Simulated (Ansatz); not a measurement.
A nudged elastic band was laid between two geometries of Cl3GeH (5 atoms, charge 0, multiplicity 1).

Level of theory: RHF/def2-SVP (Ansatz 0.2.0).

- movable images: 7
- climbing image: yes
- spring: 5.0 eV/Å²
- optimiser: quadratic models (default)
- start path: through a guess of the saddle point
- force threshold: 0.2 eV/Å
- iteration limit: 60
- end points: relaxed

Initial state:

```xyz
5
Properties=species:S:1:pos:R:3
Ge 0.177 0.000 0.285
H -0.067 0.000 1.777
Cl 2.273 0.000 -0.129
Cl -0.691 1.734 -0.612
Cl -0.691 -1.734 -0.612
```

Final state:

```xyz
5
Properties=species:S:1:pos:R:3
Ge -1.221 0.000 0.051
H 1.976 0.000 2.294
Cl 2.153 0.000 1.033
Cl -0.954 1.681 -1.336
Cl -0.954 -1.681 -1.336
```

Q: Which bonds break or form, and what moves?

A: Bonds broken: Ge1–H2, Ge1–Cl3. Bonds formed: H2–Cl3. Cl3GeH becomes Cl2Ge + ClH.

Q: What energy profile does the band end with?

A: The run converged. The highest image is number 3 of 0 to 8, 3.12 eV above the first end and 1.93 eV above the last; the last end lies 1.18 eV above the first. The threshold of 0.2 eV/Å is loose, so the images may lie well off the minimum-energy path. Neighbouring images differ by up to 1.4 eV, so the band resolves the path poorly. Another band between the same ends (7 images) ends at a top of the same energy, where a vibrational analysis finds 1 clearly imaginary mode. The orbitals stay closed-shell, which can raise the energy where a bond breaks towards radicals; this wasn't checked here.

```tsv
image	path coordinate (Å)	energy (eV)	Ge1–H2 (Å)	Ge1–Cl3 (Å)	H2–Cl3 (Å)
0	0.00	0.00	1.51	2.14	3.02
1	0.45	0.37	1.50	2.16	2.60
2	0.90	1.79	1.49	2.30	2.12
3	1.35	3.12	1.62	2.55	1.70
4	1.76	2.07	1.99	2.76	1.34
5	2.17	1.47	2.49	3.09	1.28
6	2.57	1.28	2.99	3.25	1.27
7	2.98	1.20	3.46	3.31	1.27
8	3.39	1.18	3.91	3.51	1.27
```

Q: What is the geometry of the highest image?

A: 
```xyz
5
Properties=species:S:1:pos:R:3
Ge -0.342 0.000 0.377
H 0.848 0.000 1.475
Cl 2.206 0.000 0.457
Cl -0.856 1.712 -0.800
Cl -0.856 -1.712 -0.800
```

The run took 2.7 min on 1 thread of Arm Neoverse V1, with other jobs on the host, peak memory 0.2 GiB.
